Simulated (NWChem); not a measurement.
System: pentafluoroethane (C₂HF₅); SMILES FC(F)C(F)(F)F

Here is an NWChem input.

```
start job
memory heap 200 mb stack 900 mb global 1100 mb
geometry units angstroms
  F      1.277977    -1.233458     0.508821
  C      0.951433    -0.154555    -0.217423
  F      1.580085     0.905966     0.310002
  C     -0.581152     0.066752    -0.164696
  F     -1.032847     0.244681     1.068532
  F     -0.913984     1.137452    -0.888069
  F     -1.213520    -0.983766    -0.690942
  H      1.284268    -0.298237    -1.257732
end
basis spherical
  * library def2-svp
end
dft
  xc pbe0
  iterations 150
end
driver
  maxiter 120
end
task dft optimize
task dft freq
```

The level has its own optimisation; frequencies are unscaled. Brackets give each atom's bonded neighbours.

Q: What results follow from this input? (PBE0/def2-SVP.) Quantities: r C–F [C(CFFH)–F(C)] (Å); r C–C (Å); r C–H (Å); highest harmonic frequency (cm⁻¹); lowest (cm⁻¹); zero-point energy (kcal/mol); dipole (D).

A: 
- r C–F [C(CFFH)–F(C)] (Å): 1.338
- r C–C (Å): 1.530
- r C–H (Å): 1.104
- highest harmonic frequency (cm⁻¹): 3112
- lowest (cm⁻¹): 67
- zero-point energy (kcal/mol): 24.2
- dipole (D): 1.45
